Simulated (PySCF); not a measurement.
# Nuclear quadrupole coupling in `C/N=C\C(F)(F)[Si@H]1C[SiH2][SiH2]1`

Species: C₄H₁₁F₂NSi₃.
SMILES with atom numbers: `[CH3:1]/[N:2]=[CH:3]\[C:4]([F:5])([F:6])[Si@H:7]1[CH2:8][SiH2:9][SiH2:10]1` (hydrogens: H11, H12, H13 on C1; H14 on C3; H15 on Si7; H16, H17 on C8; H18, H19 on Si9; H20, H21 on Si10)

Cartesian coordinates in Å at the GFN2-xTB level; atoms count from 1:
```xyz
21
C4H11F2NSi3 angstrom
C      3.4875    0.0963   -0.0984
N      2.6727   -0.4015   -1.1626
C      1.5160   -0.8618   -1.0066
C      0.6481   -0.9335    0.2028
F     -0.3194   -1.9002    0.0101
F      1.3082   -1.3442    1.3367
Si    -0.3114    0.7368    0.5768
C     -1.5434    0.9308   -0.8902
Si    -3.1549    0.1149   -0.1854
Si    -2.1172    0.1027    1.9338
H      4.3074   -0.6094    0.0463
H      3.9216    1.0377   -0.4385
H      2.9766    0.2470    0.8568
H      1.0057   -1.2067   -1.9010
H      0.7650    1.7400    0.6072
H     -1.7090    1.9855   -1.1058
H     -1.2053    0.4905   -1.8260
H     -3.4225   -1.1691   -0.8373
H     -4.3325    0.9578   -0.4337
H     -2.5218    1.1312    2.9051
H     -1.9803   -1.1277    2.7189
```

Field gradients from the PBE0/pcSseg-1 density (PySCF, non-relativistic), principal values in atomic units, ordered |Vxx| ≤ |Vyy| ≤ |Vzz|:

| atom | Vxx | Vyy | Vzz |
| --- | --- | --- | --- |
| N2 | 0.3453 | 0.8335 | -1.1788 |

Problem. Find the asymmetry η = (Vxx − Vyy)/Vzz and the couplings χ = eQV/h (234.96 MHz × Q in barn × V in au), with Q(14N) = 0.02044 b.

Solution. 
| atom | environment | nucleus | η | χzz (MHz) | χxx (MHz) | χyy (MHz) |
| --- | --- | --- | --- | --- | --- | --- |
| N2 | imine nitrogen | 14N | 0.41 | -5.66 | 1.66 | 4.00 |

Problem. What is Vzz at N2 in SI units (1 au = 9.71736 × 10²¹ V/m²)?

Solution. -1.1788 au = -11.455 × 10²¹ V/m².

Problem. And the gradient at the other heavy atoms, for which no coupling is worked out here?

Solution. 
```tsv
atom	environment	Vzz (au)	η
C1	N-methyl carbon	0.226	0.12
C3	imine carbon	0.321	0.51
C4	CF2 carbon	-0.624	0.70
F5	fluorine of a CF2 group	2.919	0.09
F6	fluorine of a CF2 group	2.955	0.12
Si7	SiH silicon	-0.321	0.67
C8	sp3 carbon bound to silicon	-0.034	0.66
Si9	SiH2 silicon	0.285	0.26
Si10	SiH2 silicon	0.401	0.33
```

Were the hydrogens deuterons (Q(2H) = 0.00286 b), χzz would run from 105 kHz (H15) to 220 kHz (H17).

The structure is a single GFN2-xTB conformer in the gas phase; no vibrational or solvent corrections. GFN2-xTB bond lengths can be off by several hundredths of an ångström, more for odd bonds, and the gradients follow them. The basis is small and wasn't made for field gradients, so the couplings can be 20 % off.
